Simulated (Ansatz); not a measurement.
Ansatz (a first-principles code) input for Ga(Et)(vinyl)(OMe) (C₅H₁₁GaO), SMILES C=[CH][Ga]([CH2]C)[O]C, B3LYP-D3(BJ)/def2-SVP. 

Ansatz 0.2 input:
```yaml
crystal:
  periodic: [false, false, false]
  atoms:
    - {symbol: Ga, position_ang: [0.10178589, -0.02030860, 0.03182431]}
    - {symbol: C, position_ang: [-1.48701133, -1.33105467, 0.31954802]}
    - {symbol: C, position_ang: [-2.80881137, -0.86018810, -0.27947366]}
    - {symbol: H, position_ang: [-1.58991257, -1.48629490, 1.39986975]}
    - {symbol: H, position_ang: [-1.19415808, -2.29516512, -0.11248726]}
    - {symbol: H, position_ang: [-2.71774808, -0.71500831, -1.35555974]}
    - {symbol: H, position_ang: [-3.12312751, 0.08303408, 0.16634391]}
    - {symbol: H, position_ang: [-3.59366720, -1.59742303, -0.10225279]}
    - {symbol: C, position_ang: [0.25561264, 1.76906268, -0.92831822]}
    - {symbol: C, position_ang: [-0.76087679, 2.37727737, -1.51955132]}
    - {symbol: H, position_ang: [1.24242502, 2.22829131, -0.93635597]}
    - {symbol: H, position_ang: [-0.65492211, 3.33095824, -2.02265494]}
    - {symbol: H, position_ang: [-1.75543194, 1.95380592, -1.53160533]}
    - {symbol: O, position_ang: [1.64560635, -0.42305488, 0.69115039]}
    - {symbol: C, position_ang: [2.77276966, -0.97643291, 1.32468441]}
    - {symbol: H, position_ang: [3.52632265, -1.23771552, 0.57636708]}
    - {symbol: H, position_ang: [3.20237640, -0.24567492, 2.01583975]}
    - {symbol: H, position_ang: [2.50753300, -1.87678849, 1.88540363]}
basis:
  gaussian:
    orbitals: def2-SVP
hamiltonian:
  xc: b3lyp
  dispersion: d3bj
relax: {f_tol: 0.002, max_steps: 200}
```

Program output:

```
WARN ansatz: RAYON_NUM_THREADS=2 ignored (pool sized by the plan → 2); use --threads N
Functional definition: B3LYP
integrals: 0.21 GiB planned
1903 factors; integrals over basis functions are off by at most 3.9e-4 eV
mean field: 1.34 GiB planned
mean field evaluation 1: about -59760.8120 eV, gradient 8.7e1 eV
mean field evaluation 2: about -59736.3629 eV, gradient 1.4e2 eV
mean field evaluation 4: about -59778.1712 eV, gradient 5.9e0 eV
mean field evaluation 8: about -59778.2790 eV, gradient 6.8e-1 eV
mean field evaluation 16: about -59778.2799 eV, gradient 1.3e-4 eV
mean field -59778.27988952 eV, -2196.8112667666 hartree, gradient 1.5e-5 eV, S^2 0.000000; 0 other end points of the search recorded, 0 dependent functions left out
the calculation of the forces begins
reference -59778.28019373 eV, -2196.8112779460 hartree; 40, 40 occupied and 131, 131 virtual orbitals, 1903 factors
relax step   1: F+E_penalty+E_count = -59778.89396912 eV  Δ(F+E_penalty+E_count) = +0.000e0 eV  max|allowed force component| = 1.809e0 eV/Å  Δτ_max = 0.0000 Å  (29 SCF iters, accepted)
these checks for a lower state are left out or cut short: starts, cluster_reference, orbital_swaps, neighbouring_geometries, increment
integrals: 0.21 GiB planned
1903 factors; integrals over basis functions are off by at most 4.1e-4 eV
mean field: 1.34 GiB planned
mean field -59778.44076460 eV, -2196.8171788166 hartree, gradient 1.5e-5 eV, S^2 0.000000; 0 other end points of the search recorded, 0 dependent functions left out
the calculation of the forces begins
reference -59778.44106671 eV, -2196.8171899188 hartree; 40, 40 occupied and 131, 131 virtual orbitals, 1903 factors
relax step   2: F+E_penalty+E_count = -59779.06250766 eV  Δ(F+E_penalty+E_count) = -1.685e-1 eV  max|allowed force component| = 1.021e0 eV/Å  Δτ_max = 0.1206 Å  (31 SCF iters, accepted)
these checks for a lower state are left out or cut short: starts, cluster_reference, orbital_swaps, neighbouring_geometries, increment
integrals: 0.21 GiB planned
1903 factors; integrals over basis functions are off by at most 4.5e-4 eV
mean field: 1.34 GiB planned
mean field evaluation 32: about -59778.4791 eV, gradient 1.1e-5 eV
mean field -59778.47906762 eV, -2196.8185864267 hartree, gradient 1.1e-5 eV, S^2 0.000000; 0 other end points of the search recorded, 0 dependent functions left out
the calculation of the forces begins
reference -59778.47936830 eV, -2196.8185974763 hartree; 40, 40 occupied and 131, 131 virtual orbitals, 1903 factors
relax step   3: F+E_penalty+E_count = -59779.10832026 eV  Δ(F+E_penalty+E_count) = -4.581e-2 eV  max|allowed force component| = 4.568e-1 eV/Å  Δτ_max = 0.0766 Å  (32 SCF iters, accepted)
these checks for a lower state are left out or cut short: starts, cluster_reference, orbital_swaps, neighbouring_geometries, increment
integrals: 0.21 GiB planned
1903 factors; integrals over basis functions are off by at most 4.6e-4 eV
mean field: 1.34 GiB planned
mean field -59778.50042577 eV, -2196.8193713241 hartree, gradient 1.3e-5 eV, S^2 0.000000; 0 other end points of the search recorded, 0 dependent functions left out
the calculation of the forces begins
reference -59778.50072599 eV, -2196.8193823572 hartree; 40, 40 occupied and 131, 131 virtual orbitals, 1903 factors
relax step   4: F+E_penalty+E_count = -59779.13050181 eV  Δ(F+E_penalty+E_count) = -2.218e-2 eV  max|allowed force component| = 3.901e-1 eV/Å  Δτ_max = 0.0685 Å  (30 SCF iters, accepted)
these checks for a lower state are left out or cut short: starts, cluster_reference, orbital_swaps, neighbouring_geometries, increment
integrals: 0.21 GiB planned
1903 factors; integrals over basis functions are off by at most 4.6e-4 eV
mean field: 1.34 GiB planned
mean field -59778.55416860 eV, -2196.8213463366 hartree, gradient 1.2e-5 eV, S^2 0.000000; 0 other end points of the search recorded, 0 dependent functions left out
the calculation of the forces begins
reference -59778.55446793 eV, -2196.8213573367 hartree; 40, 40 occupied and 131, 131 virtual orbitals, 1903 factors
relax step   5: F+E_penalty+E_count = -59779.18653461 eV  Δ(F+E_penalty+E_count) = -5.603e-2 eV  max|allowed force component| = 4.960e-1 eV/Å  Δτ_max = 0.1966 Å  (30 SCF iters, accepted)
these checks for a lower state are left out or cut short: starts, cluster_reference, orbital_swaps, neighbouring_geometries, increment
integrals: 0.21 GiB planned
1903 factors; integrals over basis functions are off by at most 4.5e-4 eV
[...]
these checks for a lower state are left out or cut short: starts, cluster_reference, orbital_swaps, neighbouring_geometries, increment
integrals: 0.21 GiB planned
1903 factors; integrals over basis functions are off by at most 4.4e-4 eV
mean field: 1.35 GiB planned
mean field evaluation 96: about -59778.6745 eV, gradient 2.2e-4 eV
mean field -59778.67445846 eV, -2196.8257669076 hartree, gradient 9.7e-6 eV, S^2 0.000000; 0 other end points of the search recorded, 0 dependent functions left out
the calculation of the forces begins
reference -59778.67475234 eV, -2196.8257777076 hartree; 40, 40 occupied and 131, 131 virtual orbitals, 1903 factors
relax step  13: F+E_penalty+E_count = -59779.32647294 eV  Δ(F+E_penalty+E_count) = -3.854e-5 eV  max|allowed force component| = 8.070e-3 eV/Å  Δτ_max = 0.0048 Å  (24 SCF iters, accepted)
these checks for a lower state are left out or cut short: starts, cluster_reference, orbital_swaps, neighbouring_geometries, increment
integrals: 0.21 GiB planned
1903 factors; integrals over basis functions are off by at most 4.4e-4 eV
mean field: 1.35 GiB planned
mean field -59778.67439630 eV, -2196.8257646234 hartree, gradient 1.4e-5 eV, S^2 0.000000; 0 other end points of the search recorded, 0 dependent functions left out
the calculation of the forces begins
reference -59778.67469017 eV, -2196.8257754229 hartree; 40, 40 occupied and 131, 131 virtual orbitals, 1903 factors
relax step  14: F+E_penalty+E_count = -59779.32648040 eV  Δ(F+E_penalty+E_count) = -7.461e-6 eV  max|allowed force component| = 4.869e-3 eV/Å  Δτ_max = 0.0035 Å  (24 SCF iters, accepted)
these checks for a lower state are left out or cut short: starts, cluster_reference, orbital_swaps, neighbouring_geometries, increment
integrals: 0.21 GiB planned
1903 factors; integrals over basis functions are off by at most 4.4e-4 eV
mean field: 1.35 GiB planned
mean field -59778.67444034 eV, -2196.8257662418 hartree, gradient 4.7e-5 eV, S^2 0.000000; 0 other end points of the search recorded, 0 dependent functions left out
the calculation of the forces begins
reference -59778.67473422 eV, -2196.8257770414 hartree; 40, 40 occupied and 131, 131 virtual orbitals, 1903 factors
relax step  15: F+E_penalty+E_count = -59779.32648468 eV  Δ(F+E_penalty+E_count) = -4.274e-6 eV  max|allowed force component| = 2.941e-3 eV/Å  Δτ_max = 0.0027 Å  (22 SCF iters, accepted)
these checks for a lower state are left out or cut short: starts, cluster_reference, orbital_swaps, neighbouring_geometries, increment
integrals: 0.21 GiB planned
1903 factors; integrals over basis functions are off by at most 4.4e-4 eV
mean field: 1.35 GiB planned
mean field -59778.67452251 eV, -2196.8257692612 hartree, gradient 1.0e-5 eV, S^2 0.000000; 0 other end points of the search recorded, 0 dependent functions left out
the calculation of the forces begins
reference -59778.67481639 eV, -2196.8257800611 hartree; 40, 40 occupied and 131, 131 virtual orbitals, 1903 factors
relax step  16: F+E_penalty+E_count = -59779.32649122 eV  Δ(F+E_penalty+E_count) = -6.549e-6 eV  max|allowed force component| = 3.925e-3 eV/Å  Δτ_max = 0.0078 Å  (24 SCF iters, accepted)
these checks for a lower state are left out or cut short: starts, cluster_reference, orbital_swaps, neighbouring_geometries, increment
integrals: 0.21 GiB planned
1903 factors; integrals over basis functions are off by at most 4.4e-4 eV
mean field: 1.35 GiB planned
mean field -59778.67452875 eV, -2196.8257694907 hartree, gradient 7.0e-5 eV, S^2 0.000000; 0 other end points of the search recorded, 0 dependent functions left out
the calculation of the forces begins
reference -59778.67482263 eV, -2196.8257802905 hartree; 40, 40 occupied and 131, 131 virtual orbitals, 1903 factors
relax step  17: F+E_penalty+E_count = -59779.32649301 eV  Δ(F+E_penalty+E_count) = -1.784e-6 eV  max|allowed force component| = 3.678e-3 eV/Å  Δτ_max = 0.0029 Å  (21 SCF iters, accepted)
these checks for a lower state are left out or cut short: starts, cluster_reference, orbital_swaps, neighbouring_geometries, increment
integrals: 0.21 GiB planned
1903 factors; integrals over basis functions are off by at most 4.4e-4 eV
mean field: 1.35 GiB planned
mean field -59778.67449934 eV, -2196.8257684099 hartree, gradient 6.5e-5 eV, S^2 0.000000; 0 other end points of the search recorded, 0 dependent functions left out
the calculation of the forces begins
reference -59778.67479321 eV, -2196.8257792095 hartree; 40, 40 occupied and 131, 131 virtual orbitals, 1903 factors
relax step  18: F+E_penalty+E_count = -59779.32649427 eV  Δ(F+E_penalty+E_count) = -1.266e-6 eV  max|allowed force component| = 2.237e-3 eV/Å  Δτ_max = 0.0025 Å  (20 SCF iters, accepted)
these checks for a lower state are left out or cut short: starts, cluster_reference, orbital_swaps, neighbouring_geometries, increment
integrals: 0.21 GiB planned
1903 factors; integrals over basis functions are off by at most 4.4e-4 eV
mean field: 1.35 GiB planned
mean field -59778.67447438 eV, -2196.8257674925 hartree, gradient 2.1e-5 eV, S^2 0.000000; 0 other end points of the search recorded, 0 dependent functions left out
the calculation of the forces begins
reference -59778.67476824 eV, -2196.8257782919 hartree; 40, 40 occupied and 131, 131 virtual orbitals, 1903 factors
relax step  19: F+E_penalty+E_count = -59779.32649428 eV  Δ(F+E_penalty+E_count) = -1.058e-8 eV  max|allowed force component| = 1.470e-3 eV/Å  Δτ_max = 0.0006 Å  (20 SCF iters, accepted)
integrals: 0.21 GiB planned
1903 factors; integrals over basis functions are off by at most 4.4e-4 eV
mean field: 1.35 GiB planned
mean field evaluation 128: about -59778.6465 eV, gradient 1.2e-1 eV
mean field -59778.67447438 eV, -2196.8257674925 hartree, gradient 2.1e-5 eV, S^2 0.000000; 1 other end points of the search recorded, 0 dependent functions left out
the calculation of the forces begins
reference -59778.67476824 eV, -2196.8257782919 hartree; 40, 40 occupied and 131, 131 virtual orbitals, 1903 factors
Total energy: -59779.32678815 eV, -2196.8497395815 hartree
Atom 0 at     0.285140     0.219383    -0.041487 Å, force    -0.000211    -0.000148    -0.000902 eV/Å
Atom 1 at    -1.091127    -1.153894     0.357264 Å, force     0.000992     0.000788     0.000384 eV/Å
Atom 2 at    -2.494924    -0.862636    -0.186861 Å, force    -0.000367    -0.000526     0.000070 eV/Å
Atom 3 at    -1.115372    -1.277442     1.454528 Å, force    -0.000081    -0.000151    -0.000247 eV/Å
Atom 4 at    -0.711793    -2.114348    -0.034491 Å, force    -0.000212     0.000280     0.000043 eV/Å
Atom 5 at    -2.496288    -0.767675    -1.285054 Å, force    -0.000007     0.000020     0.000261 eV/Å
Atom 6 at    -2.903815     0.077276     0.218624 Å, force     0.000122    -0.000175    -0.000051 eV/Å
Atom 7 at    -3.209735    -1.663404     0.069403 Å, force    -0.000303     0.000196    -0.000268 eV/Å
Atom 8 at     0.155207     1.903366    -1.022365 Å, force    -0.000062     0.000894     0.001470 eV/Å
Atom 9 at    -0.979698     2.353000    -1.580858 Å, force    -0.000563    -0.000058     0.000637 eV/Å
Atom 10 at     1.058835     2.518486    -1.123574 Å, force     0.000028    -0.000866    -0.000760 eV/Å
Atom 11 at    -1.028533     3.303651    -2.127653 Å, force     0.000037     0.000149    -0.000101 eV/Å
Atom 12 at    -1.921874     1.796561    -1.522342 Å, force     0.000540    -0.000397    -0.000670 eV/Å
Atom 13 at     1.958110    -0.060836     0.568214 Å, force     0.000018     0.000522     0.000030 eV/Å
Atom 14 at     2.407606    -1.160712     1.307053 Å, force     0.000495    -0.000778    -0.000194 eV/Å
Atom 15 at     3.223153    -1.685222     0.772624 Å, force    -0.000076     0.000025     0.000127 eV/Å
Atom 16 at     2.815669    -0.836597     2.283909 Å, force    -0.000178     0.000224     0.000057 eV/Å
Atom 17 at     1.618201    -1.911636     1.515838 Å, force    -0.000174    -0.000000     0.000113 eV/Å
Dipole moment:    -0.309050    -0.144834    -0.002119 e Å
```

Self-consistency was reached.
